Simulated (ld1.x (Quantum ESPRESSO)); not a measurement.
**Reading a pseudo-wave (K)**

Columns: radius, all-electron u(r) and pseudo u(r) of the 3p shell (level -24.88 eV) of potassium in the configuration [Ne] 3s2 3p6 3d0 4s0 4p0; PBE, scalar-relativistic, PAW scheme, ld1.x (Quantum ESPRESSO) 7.5.

```tsv
r (bohr)	all-electron	pseudo
0.215	0.4351	-0.0392
0.430	0.0537	-0.1473
0.645	-0.4526	-0.2985
0.860	-0.7662	-0.4578
1.075	-0.8854	-0.5904
1.290	-0.8757	-0.6712
1.505	-0.7985	-0.6896
1.720	-0.6942	-0.6517
1.935	-0.5855	-0.5753
2.150	-0.4838	-0.4831
2.365	-0.3943	-0.3943
2.580	-0.3181	-0.3181
2.795	-0.2548	-0.2548
3.010	-0.2028	-0.2028
3.225	-0.1606	-0.1606
3.440	-0.1266	-0.1266
3.655	-0.0993	-0.0993
3.870	-0.0776	-0.0776
4.085	-0.0605	-0.0605
4.300	-0.0470	-0.0470
4.515	-0.0364	-0.0364
4.730	-0.0281	-0.0281
4.945	-0.0217	-0.0217
5.160	-0.0167	-0.0167
5.375	-0.0128	-0.0128
5.590	-0.0099	-0.0099
```

(1) How many radial nodes do the two functions have?

(2) At about which radius was the pseudo-wave matched?

(3) Is the pseudo-wave norm-conserving?

Results:

(1) The all-electron 3p function has n − l − 1 = 1; the pseudo-wave has 0, since the states of the same l below it are removed with the core.

(2) 2.50 bohr, where the columns begin to agree (steps of 0.21 bohr).

(3) No, it belongs to a PAW set: the norm inside the radius is not constrained, and the difference is carried by the augmentation charge.
